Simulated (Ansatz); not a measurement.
`[F][Cd][O][SiH3]` + `[GeH3][SeH]` → `[SiH3][Se][GeH3]` + `[OH][Cd][F]` at 500 K and 1 bar (ligand exchange at the Si–O bond).

Isolated molecules relaxed with PBE0-D4/def2-TZVP in Ansatz; ΔE leaves out vibrations. CBS: MP2 limit from def2 TZ/QZ plus the TZ coupled-cluster correction, frozen cores. Elements past krypton have def2 core potentials. For Cd, Ge, Se outer-core shells are correlated without core-valence functions, which leaves a few kJ/mol of doubt a bond. Scalar relativity is left out up to krypton. One conformer a species, not always the lowest.

```tsv
species	CCSD(T)/CBS energy (Eh)	H − E (kJ/mol)	S (J/(mol·K))
`[F][Cd][O][SiH3]`	-633.61664	120.3	406.8
`[GeH3][SeH]`	-4479.23116	112.4	340.9
`[SiH3][Se][GeH3]`	-4769.53721	174.9	428.3
`[OH][Cd][F]`	-343.29729	64.5	320.6
```

H − E and S are ideal-gas, rigid-rotor, harmonic terms from PBE0-D4/def2-TZVP, for one conformer and one mirror image of each species. 1 Eh = 2625.50 kJ/mol, R = 8.31446 J/(mol·K).

Q: By hand: ΔE, ΔH, ΔS and ΔG.

A: ΔE = (-4769.53721) + (-343.29729) − (-633.61664) − (-4479.23116) = 0.01330 Eh = 34.9 kJ/mol. Δ(H − E) = 174.9 + 64.5 − 120.3 − 112.4 = 6.7, so ΔH = 41.6 kJ/mol. ΔS = 428.3 + 320.6 − 406.8 − 340.9 = 1.2 J/(mol·K). ΔG = 41.6 − 500 × (1.2)/1000 = 41.0 kJ/mol.

Q: By hand: the equilibrium constant, and the temperature at which ΔG would vanish if ΔH and ΔS stayed fixed.

A: log₁₀ K = −ΔG/(RT ln 10) = -4.3. ΔG = 0 at ΔH/ΔS = 34667 K, far beyond where these terms or the molecules hold.

The number of gas molecules stays the same, so ΔS is small and ΔH decides. A doubt of 5 kJ/mol in ΔE shifts log₁₀ K by 0.5 here. Other conformers and mirror images would add mixing entropy, several J/(mol·K) or more a flexible species. Modes under 60 cm⁻¹, often nearly free rotors, make the harmonic entropy too high. These are equilibria of isolated gas molecules and say nothing of rates. Largest T1 diagnostic: 0.017 (customary marks: 0.02 for closed shells, 0.045 for open ones).
